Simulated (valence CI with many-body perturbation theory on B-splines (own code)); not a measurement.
**Yb⁶³⁺: E2, E3, M2 decay**

Method: configuration interaction combined with many-body perturbation theory (CI+MBPT): five valence electrons over a frozen Dirac-Fock core [He], radial functions for each j: 11 s, 11 p, 10 d, 8 f, 5 g, 2 h, with the one-electron correlation potential Σ1, the two-electron term Σ2, the three-electron term Σ3, Breit, model QED; selected CI, second order for the rest, scaled by the run's own slope (own B-spline code, finite nucleus).

No measured spectrum was set against this ion. As an estimate, large intervals hold to a few tenths of a per cent, small ones and those within an open d or f shell to about a per cent. Among the levels kept, up to 7400 cm⁻¹ of a level comes from second order outside the variational space, and about a tenth of that is noise between levels of different J, which matters for small intervals.

Lines 51 to 100 of 106 in falling wavelength, among levels below 90462 × 10³ cm⁻¹, chosen from the decays that carry over 1 % of a level's rate. Wavelengths and rates use the calculated energies. Electric multipoles are in the length gauge, E1 and E2 with the static RPA response of the core. S is in atomic units (e²a₀⁴ for E2 and M2, e²a₀⁶ for E3), for M1 in squared Bohr magnetons. Weak lines are less certain than strong ones. Lines between different terms over intervals too small for the method are left out, as are lines whose strength nearly cancels. The highest levels of a list are the least certain.

Levels are named by their leading jj configuration (3d3/2^4 stands for four electrons in 3d with j = 3/2), which in mixed levels can hold well under half, so a name can repeat and another be missing. Letters in brackets count levels of one name in rising energy.

| λ vac (nm) | Upper | Lower | Type | A (s⁻¹) | S (a.u.) |
| --- | --- | --- | --- | --- | --- |
| 0.1482 | (2s^2 2p1/2 2p3/2 3p3/2) J=1/2 [b] | (2s^2 2p1/2 2p3/2^2) J=3/2 | E2 | 5.79e+11 | 7.40e-06 |
| 0.1481 | (2s 2p1/2^2 2p3/2 3p3/2) J=1/2 [b] | (2s 2p1/2^2 2p3/2^2) J=5/2 | E2 | 3.55e+11 | 4.52e-06 |
| 0.1475 | (2s 2p1/2 2p3/2^2 3d5/2) J=9/2 [b] | (2s 2p1/2 2p3/2^3) J=5/2 | M2 | 7.09e+10 | 4.42e-06 |
| 0.1470 | (2s 2p1/2^2 2p3/2 3d5/2) J=9/2 | (2s 2p1/2^2 2p3/2^2) J=5/2 | M2 | 4.65e+10 | 2.85e-06 |
| 0.1470 | (2s 2p1/2^2 2p3/2 3d5/2) J=9/2 | (2s 2p1/2^2 2p3/2^2) J=5/2 | E3 | 2.82e+09 | 1.33e-06 |
| 0.1466 | (2s^2 2p3/2^2 3d5/2) J=7/2 | (2s^2 2p3/2^3) J=3/2 | M2 | 7.95e+10 | 3.85e-06 |
| 0.1466 | (2s^2 2p3/2^2 3d5/2) J=9/2 | (2s^2 2p3/2^3) J=3/2 | E3 | 1.93e+09 | 8.95e-07 |
| 0.1464 | (2s^2 2p1/2 2p3/2 3d5/2) J=9/2 | (2s^2 2p1/2 2p3/2^2) J=5/2 | M2 | 4.61e+10 | 2.77e-06 |
| 0.1464 | (2s^2 2p1/2 2p3/2 3d5/2) J=9/2 | (2s^2 2p1/2 2p3/2^2) J=5/2 | E3 | 2.94e+09 | 1.35e-06 |
| 0.1420 | (2s 2p1/2^2 2p3/2 3d5/2) J=9/2 | (2s^2 2p1/2 2p3/2^2) J=5/2 | E2 | 1.80e+09 | 9.27e-08 |
| 0.1336 | (2s^2 2p3/2^2 3d5/2) J=9/2 | (2s 2p1/2^2 2p3/2^2) J=5/2 | E2 | 7.17e+09 | 2.72e-07 |
| 0.1330 | (2s 2p1/2 2p3/2^2 3p3/2) J=7/2 [a] | (2s 2p1/2^2 2p3/2^2) J=5/2 | E2 | 3.57e+11 | 1.06e-05 |
| 0.1326 | (2s 2p1/2 2p3/2^2 3p3/2) J=1/2 [b] | (2s 2p1/2^2 2p3/2^2) J=3/2 | E2 | 6.97e+11 | 5.11e-06 |
| 0.1324 | (2s 2p1/2 2p3/2^2 3p3/2) J=5/2 [d] | (2s 2p1/2^2 2p3/2^2) J=1/2 | E2 | 5.30e+11 | 1.16e-05 |
| 0.1324 | (2s 2p1/2 2p3/2^2 3p3/2) J=9/2 | (2s 2p1/2^2 2p3/2^2) J=5/2 | E2 | 1.03e+12 | 3.76e-05 |
| 0.1323 | (2s^2 2p1/2 2p3/2 3p3/2) J=5/2 [a] | (2s^2 2p1/2^2 2p3/2) J=3/2 | E2 | 2.44e+11 | 5.30e-06 |
| 0.1323 | (2s 2p1/2 2p3/2^2 3p3/2) J=5/2 [e] | (2s 2p1/2^2 2p3/2^2) J=1/2 | E2 | 4.56e+11 | 9.88e-06 |
| 0.1322 | (2s^2 2p1/2 2p3/2 3p3/2) J=1/2 [a] | (2s^2 2p1/2^2 2p3/2) J=3/2 | E2 | 4.94e+11 | 3.56e-06 |
| 0.1322 | (2s^2 2p1/2 2p3/2 3p3/2) J=3/2 [a] | (2s^2 2p1/2^2 2p3/2) J=3/2 | E2 | 8.94e+11 | 1.29e-05 |
| 0.1321 | (2s^2 2p1/2 2p3/2 3p3/2) J=7/2 | (2s^2 2p1/2^2 2p3/2) J=3/2 | E2 | 9.53e+11 | 2.74e-05 |
| 0.1319 | (2s^2 2p3/2^2 3p3/2) J=7/2 | (2s^2 2p1/2 2p3/2^2) J=5/2 | E2 | 4.38e+11 | 1.25e-05 |
| 0.1319 | (2s^2 2p3/2^2 3p3/2) J=3/2 [a] | (2s^2 2p1/2 2p3/2^2) J=1/2 | E2 | 1.71e+11 | 2.44e-06 |
| 0.1319 | (2s^2 2p3/2^2 3p3/2) J=5/2 | (2s^2 2p1/2 2p3/2^2) J=5/2 | E2 | 7.29e+11 | 1.56e-05 |
| 0.1318 | (2s^2 2p3/2^2 3p3/2) J=1/2 | (2s^2 2p1/2 2p3/2^2) J=5/2 | E2 | 1.04e+12 | 7.37e-06 |
| 0.1317 | (2s^2 2p1/2 2p3/2 3p3/2) J=5/2 [b] | (2s^2 2p1/2^2 2p3/2) J=3/2 | E2 | 7.08e+11 | 1.50e-05 |
| 0.1316 | (2s^2 2p3/2^2 3p3/2) J=7/2 | (2s^2 2p1/2 2p3/2^2) J=3/2 | E2 | 7.60e+11 | 2.14e-05 |
| 0.1315 | (2s^2 2p3/2^2 3p3/2) J=5/2 | (2s^2 2p1/2 2p3/2^2) J=3/2 | E2 | 3.99e+11 | 8.42e-06 |
| 0.1315 | (2s^2 2p3/2^2 3p3/2) J=3/2 [b] | (2s^2 2p1/2 2p3/2^2) J=1/2 | E2 | 9.89e+11 | 1.39e-05 |
| 0.1314 | (2s^2 2p1/2 2p3/2 3p3/2) J=1/2 [b] | (2s^2 2p1/2^2 2p3/2) J=3/2 | E2 | 4.13e+11 | 2.89e-06 |
| 0.1312 | (2s^2 2p3/2^2 3p3/2) J=3/2 [a] | (2s^2 2p1/2 2p3/2^2) J=5/2 | E2 | 8.17e+11 | 1.14e-05 |
| 0.1309 | (2s^2 2p3/2^2 3p3/2) J=3/2 [a] | (2s^2 2p1/2 2p3/2^2) J=3/2 | E2 | 1.50e+11 | 2.06e-06 |
| 0.1309 | (2s^2 2p3/2^2 3p3/2) J=3/2 [b] | (2s^2 2p1/2 2p3/2^2) J=5/2 | E2 | 1.44e+11 | 1.98e-06 |
| 0.1296 | (2s^2 2p1/2 2p3/2 3d5/2) J=9/2 | (2s^2 2p1/2^2 2p3/2) J=3/2 | E3 | 6.46e+09 | 1.26e-06 |
| 0.1295 | (2s^2 2p3/2^2 3d5/2) J=9/2 | (2s^2 2p1/2 2p3/2^2) J=5/2 | M2 | 2.30e+10 | 7.46e-07 |
| 0.1295 | (2s^2 2p3/2^2 3d5/2) J=9/2 | (2s^2 2p1/2 2p3/2^2) J=5/2 | E3 | 2.45e+09 | 4.75e-07 |
| 0.1291 | (2s^2 2p3/2^2 3d5/2) J=9/2 | (2s^2 2p1/2 2p3/2^2) J=3/2 | E3 | 5.11e+09 | 9.74e-07 |
| 0.1272 | (2s 2p1/2^2 2p3/2 3d3/2) J=5/2 [a] | (2s^2 2p1/2^2 2p3/2) J=3/2 | E2 | 2.21e+12 | 3.95e-05 |
| 0.1271 | (2s 2p1/2^2 2p3/2 3d3/2) J=7/2 | (2s^2 2p1/2^2 2p3/2) J=3/2 | E2 | 3.34e+12 | 7.92e-05 |
| 0.1270 | (2s 2p1/2 2p3/2^2 3d3/2) J=9/2 | (2s^2 2p1/2 2p3/2^2) J=5/2 | E2 | 3.61e+12 | 1.06e-04 |
| 0.1266 | (2s 2p1/2 2p3/2^2 3d5/2) J=9/2 [a] | (2s^2 2p1/2 2p3/2^2) J=5/2 | E2 | 5.48e+11 | 1.59e-05 |
| 0.1266 | (2s 2p1/2 2p3/2^2 3d3/2) J=5/2 [c] | (2s^2 2p1/2 2p3/2^2) J=1/2 | E2 | 1.32e+12 | 2.31e-05 |
| 0.1264 | (2s 2p1/2 2p3/2^2 3d3/2) J=5/2 [d] | (2s^2 2p1/2 2p3/2^2) J=1/2 | E2 | 1.72e+12 | 2.98e-05 |
| 0.1263 | (2s 2p1/2 2p3/2^2 3d5/2) J=7/2 [a] | (2s^2 2p1/2 2p3/2^2) J=3/2 | E2 | 2.74e+12 | 6.29e-05 |
| 0.1261 | (2s 2p1/2^2 2p3/2 3d3/2) J=5/2 [b] | (2s^2 2p1/2^2 2p3/2) J=3/2 | E2 | 3.34e+12 | 5.71e-05 |
| 0.1260 | (2s 2p1/2 2p3/2^2 3d5/2) J=9/2 [b] | (2s^2 2p1/2 2p3/2^2) J=5/2 | E2 | 2.54e+12 | 7.21e-05 |
| 0.1260 | (2s 2p1/2 2p3/2^2 3d3/2) J=5/2 [c] | (2s^2 2p1/2 2p3/2^2) J=5/2 | E2 | 1.53e+12 | 2.60e-05 |
| 0.1257 | (2s 2p1/2 2p3/2^2 3d3/2) J=5/2 [c] | (2s^2 2p1/2 2p3/2^2) J=3/2 | E2 | 3.29e+12 | 5.53e-05 |
| 0.1257 | (2s 2p1/2 2p3/2^2 3d3/2) J=3/2 [d] | (2s^2 2p1/2 2p3/2^2) J=3/2 | E2 | 8.02e+12 | 8.99e-05 |
| 0.1257 | (2s 2p1/2^2 2p3/2 3d5/2) J=3/2 [a] | (2s^2 2p1/2^2 2p3/2) J=3/2 | E2 | 1.08e+13 | 1.20e-04 |
| 0.1256 | (2s 2p1/2 2p3/2^2 3d3/2) J=1/2 [b] | (2s^2 2p1/2 2p3/2^2) J=3/2 | E2 | 8.28e+12 | 4.63e-05 |
